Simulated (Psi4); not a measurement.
C4H5 (SMILES [CH-]1[C@@H]2C[C@H]12), charge -1, singlet, at a GFN2-xTB geometry (a gas-phase anion, which may not be bound at this level); MP2/pcseg-3 run with Psi4.

Input for Psi4:
```
memory 2 GB

molecule {
-1 1
  C    -0.01348128    1.18155902    0.44895058
  C     0.00640291   -1.09047136    0.32460397
  C     0.75400431    0.06221722   -0.26521490
  C    -0.75049844    0.04972316   -0.27751056
  H    -0.01520664    2.09591209   -0.26903994
  H    -0.00145211   -1.21255464    1.40980063
  H     0.01870869   -2.05397794   -0.20208349
  H     1.39180994   -0.01229614   -1.15053042
  H    -1.37242485   -0.03525157   -1.17312134
}

set basis pcseg-3
set freeze_core true

energy('mp2')
print_variables()
```

Question: What does Psi4 print? Leave out banner, timings and long lists.

Answer: 
```
    SCF Algorithm Type (re)set to DF.

   => Loading Basis Set <=

    Name: PCSEG-3
    Role: ORBITAL
    Keyword: BASIS

         ---------------------------------------------------------
                                   SCF
               by Justin Turney, Rob Parrish, Andy Simmonett
                          and Daniel G. A. Smith
                              RHF Reference
         ---------------------------------------------------------

  ==> Geometry <==

    Molecular point group: c1
    Full point group: C1

    Geometry (in Angstrom), charge = -1, multiplicity = 1:

       Center              X                  Y                   Z               Mass
    ------------   -----------------  -----------------  -----------------  -----------------
         C           -0.013080307319     1.158771387834     0.423042591411    12.000000000000
         C            0.006803882681    -1.113258992166     0.298695981411    12.000000000000
         C            0.754405282681     0.039429587834    -0.291122888589    12.000000000000
         C           -0.750097467319     0.026935527834    -0.303418548589    12.000000000000
         H           -0.014805667319     2.073124457834    -0.294947928589     1.007825032230
         H           -0.001051137319    -1.235342272166     1.383892641411     1.007825032230
         H            0.019109662681    -2.076765572166    -0.227991478589     1.007825032230
         H            1.392210912681    -0.035083772166    -1.176438408589     1.007825032230
         H           -1.372023877319    -0.058039202166    -1.199029328589     1.007825032230

  Running in c1 symmetry.

  Rotational constants: A =      0.60886  B =      0.32741  C =      0.28733 [cm^-1]
  Rotational constants: A =  18253.21412  B =   9815.38384  C =   8614.04341 [MHz]
  Nuclear repulsion =  107.460293468486242

  Charge       = -1
  Multiplicity = 1
  Electrons    = 30
  Nalpha       = 15
  Nbeta        = 15

  ==> Algorithm <==

  SCF Algorithm Type is DF.
  DIIS enabled.
  MOM disabled.
  Fractional occupation disabled.
  Guess Type is SAD.
  Energy threshold   = 1.00e-08
  Density threshold  = 1.00e-08
  Integral threshold = 1.00e-12

  ==> Primary Basis <==

  Basis Set: PCSEG-3
    Blend: PCSEG-3
    Number of shells: 119
    Number of basis functions: 405
    Number of Cartesian functions: 494
    Spherical Harmonics?: true
    Max angular momentum: 4

   => Loading Basis Set <=

    Name: (PCSEG-3 AUX)
    Role: JKFIT
    Keyword: DF_BASIS_SCF

  ==> Integral Setup <==

  SCF_SUBTYPE=INCORE selected. In-core MEM_DF algorithm will be used.
  Using in-core AOs.

  ==> MemDFJK: Density-Fitted J/K Matrices <==

    J tasked:                   Yes
    K tasked:                   Yes
    wK tasked:                   No
    Algorithm:                 Core
    Schwarz Cutoff:           1E-12
    Mask sparsity (%):       3.2483
    Fitting Condition:        1E-10

   => Auxiliary Basis Set <=

  Basis Set: (PCSEG-3 AUX)
    Blend: DEF2-UNIVERSAL-JKFIT
    Number of shells: 130
    Number of basis functions: 390
    Number of Cartesian functions: 456
    Spherical Harmonics?: true
    Max angular momentum: 4

  Minimum eigenvalue in the overlap matrix is 4.8563547852E-05.
  Reciprocal condition number of the overlap matrix is 3.9453290472E-06.
    Using symmetric orthogonalization.

  ==> Pre-Iterations <==

  SCF Guess: Superposition of Atomic Densities via on-the-fly atomic UHF (no occupation information).

   -------------------------
    Irrep   Nso     Nmo
   -------------------------
     A        405     405
   -------------------------
    Total     405     405
   -------------------------

  ==> Iterations <==

                           Total Energy        Delta E     RMS |[F,P]|

   @DF-RHF iter SAD:  -153.92436893401231   -1.53924e+02   0.00000e+00
   @DF-RHF iter   1:  -153.98367984992726   -5.93109e-02   1.60985e-03 ADIIS/DIIS
   @DF-RHF iter   2:  -154.11681851537833   -1.33139e-01   1.19517e-03 ADIIS/DIIS
   @DF-RHF iter   3:  -154.24008255871416   -1.23264e-01   1.11628e-04 ADIIS/DIIS
   @DF-RHF iter   4:  -154.24202298022226   -1.94042e-03   3.40966e-05 DIIS
   @DF-RHF iter   5:  -154.24219140315722   -1.68423e-04   1.07009e-05 DIIS
   @DF-RHF iter   6:  -154.24221692585598   -2.55227e-05   3.06206e-06 DIIS
   @DF-RHF iter   7:  -154.24222062400079   -3.69814e-06   1.17714e-06 DIIS
   @DF-RHF iter   8:  -154.24222130815437   -6.84154e-07   4.93503e-07 DIIS
   @DF-RHF iter   9:  -154.24222146159448   -1.53440e-07   1.86111e-07 DIIS
   @DF-RHF iter  10:  -154.24222148763013   -2.60357e-08   5.77583e-08 DIIS
   @DF-RHF iter  11:  -154.24222149048089   -2.85075e-09   1.57619e-08 DIIS
   @DF-RHF iter  12:  -154.24222149069104   -2.10150e-10   4.92826e-09 DIIS
  Energy and wave function converged.

  ==> Post-Iterations <==

    Orbital Energies [Eh]
    ---------------------

    Doubly Occupied:

[...]
    Virtual:

[...]
    Final Occupation by Irrep:
              A
    DOCC [    15 ]
    NA   [    15 ]
    NB   [    15 ]

  @DF-RHF Final Energy:  -154.24222149069104

   => Energetics <=

    Nuclear Repulsion Energy =            107.4602934684862419
    One-Electron Energy =                -426.0988462628962452
    Two-Electron Energy =                 164.3963313037189380
    Total Energy =                       -154.2422214906910369

Computation Completed

Properties will be evaluated at   0.000000,   0.000000,   0.000000 [a0]

Properties computed using the SCF density matrix

 Multipole Moments:

 ------------------------------------------------------------------------------------
     Multipole            Electronic (a.u.)      Nuclear  (a.u.)        Total (a.u.)
 ------------------------------------------------------------------------------------

 L = 1.  Multiply by 2.5417464519 to convert [e a0] to [Debye]
 Dipole X            :          0.0011085            0.0219742            0.0230827
 Dipole Y            :         -0.1994596           -1.2488091           -1.4482687
 Dipole Z            :          0.0670432           -1.4198111           -1.3527679
 Magnitude           :                                                    1.9819173

 ------------------------------------------------------------------------------------

  //>>>>>>>>>>>>>>>>>>>>>>>>>>>>>>>>>>>//
  //               DFMP2               //
  //<<<<<<<<<<<<<<<<<<<<<<<<<<<<<<<<<<<//

   => Loading Basis Set <=

    Name: (PCSEG-3 AUX)
    Role: RIFIT
    Keyword: DF_BASIS_MP2

	 --------------------------------------------------------
	                          DF-MP2
	      2nd-Order Density-Fitted Moller-Plesset Theory

	        Rob Parrish, Justin Turney, Andy Simmonett,
	           Ed Hohenstein, and C. David Sherrill
	 --------------------------------------------------------

   => Auxiliary Basis Set <=

  Basis Set: (PCSEG-3 AUX)
    Blend: DEF2-QZVPP-RI
    Number of shells: 212
    Number of basis functions: 844
    Number of Cartesian functions: 1119
    Spherical Harmonics?: true
    Max angular momentum: 5

	 --------------------------------------------------------
	                 NBF =   405, NAUX =   844
	 --------------------------------------------------------
	   CLASS    FOCC     OCC    AOCC    AVIR     VIR    FVIR
	   PAIRS       4      15      11     390     390       0
	 --------------------------------------------------------

	-----------------------------------------------------------
	 ==================> DF-MP2 Energies <====================
	-----------------------------------------------------------
	 Reference Energy          =    -154.2422214906910369 [Eh]
	 Singles Energy            =      -0.0000000000000000 [Eh]
	 Same-Spin Energy          =      -0.1733096405858605 [Eh]
	 Opposite-Spin Energy      =      -0.5515876196431836 [Eh]
	 Correlation Energy        =      -0.7248972602290441 [Eh]
	 Total Energy              =    -154.9671187509200934 [Eh]
	-----------------------------------------------------------
	 ================> DF-SCS-MP2 Energies <==================
	-----------------------------------------------------------
	 SCS Same-Spin Scale       =       0.3333333333333333 [-]
	 SCS Opposite-Spin Scale   =       1.2000000000000000 [-]
	 SCS Same-Spin Energy      =      -0.0577698801952868 [Eh]
	 SCS Opposite-Spin Energy  =      -0.6619051435718203 [Eh]
	 SCS Correlation Energy    =      -0.7196750237671071 [Eh]
	 SCS Total Energy          =    -154.9618965144581466 [Eh]
	-----------------------------------------------------------

  Variable Map:
  ----------------------------------------------------------------------------
[...]
  Array Variable Map:
  ----------------------------------------------------------------------------
[...]
[...]
```
